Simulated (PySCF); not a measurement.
Does the structure fit the spectrum?

A compound C5H5ClO3 gives the data below (simulated from a calculation) and was assigned the structure `C=C(Cl)O/C=C\C(=O)O`.

¹³C{¹H} NMR (computed): δ 161.0 (CH), 156.7 (C), 141.5 (CH), 131.7 (CH), 97.0 (CH2).

¹H NMR (400 MHz, computed): δ 8.20 (d, 1H), 8.03 (s, 1H), 7.71 (d, 1H), 4.95 (br s, 1H), 4.75 (br s, 1H).

[PySCF 2.14: geometry from GFN2-xTB; GIAO PBE0/pcSseg-1 shieldings; one conformer; no solvent; no relativistic terms]

References, each an isolated molecule treated in the same way: TMS for ¹H (σ = 31.72 ppm), ¹³C (σ = 186.93 ppm).

Q: Compare with the shifts computed for the proposed structure, pairing carbons in order of shift.

A: Structure with atom numbers: `[CH2:1]=[C:2]([Cl:3])[O:4]/[CH:5]=[CH:6]\[C:7](=[O:8])[OH:9]`. Hydrogens are named by the atom that carries them.

| atom | computed for proposal | given list | difference |
| --- | --- | --- | --- |
| C7 | 167.9 | 161.0 | +6.9 |
| C5 | 156.9 | 156.7 | +0.2 |
| C2 | 155.3 | 141.5 | +13.8 |
| C6 | 103.0 | 131.7 | -28.7 |
| C1 | 100.4 | 97.0 | +3.4 |

The rms difference is 14.7 ppm and the largest -28.7 ppm at C6 (β carbon of an enol-ether or enamine type C=C). The carbon types in order of shift don't match either: C, CH, C, CH, CH2 for the proposal against CH, C, CH, CH, CH2 in the data. The proposal doesn't fit.

Q: Which isomer fits?

A: `C=C(Cl)O/C=C/OC=O`.

1. Carbon types of the structure: 1 × C, 3 × CH, 1 × CH2, which accounts for all hydrogens.
2. δC 161.0: ester carbonyl carbon; lone-pair donation from the attached heteroatom keeps it upfield of a ketone carbonyl.
3. δC 156.7, 141.5, 131.7: alkene carbon bearing oxygen.
4. δC 97.0: β carbon of an enol-ether or enamine type C=C; the O or N lone pair pushes π density onto this β carbon and shields it.
5. δH 4.95, 4.75: hydrogen on a β carbon of an enol-ether or enamine type C=C; lone-pair donation from O or N shields it, upfield of ordinary alkene protons.

This is the structure that produced the data.

Carbons that carry Cl, above all several Cl atoms, come out too deshielded, partly because spin–orbit coupling is missing. Shifts are as computed. Against solution values, carbons near 30 ppm lie about +3 ppm off and those near 130 ppm about +5 ppm; carbons on Cl a further +6 ppm (rms about the fit 2.1 ppm; single classes can miss by 10 ppm). Of 1328 compounds with measured shifts, 309 miss one by over three times the rms of a fit or turn the order of signals round; such compounds aren't used in these exercises. Signals without a measured value on file couldn't be tested in this way; 1H shifts scatter by 0.2 ppm about their fit, and single ones miss by 0.5 ppm. No couplings were computed; multiplicities are counted from neighbouring protons, with m where these are inequivalent, close in shift, in a saturated or five-membered ring or joined by F or P, and br s for small geminal =CH2 splittings.
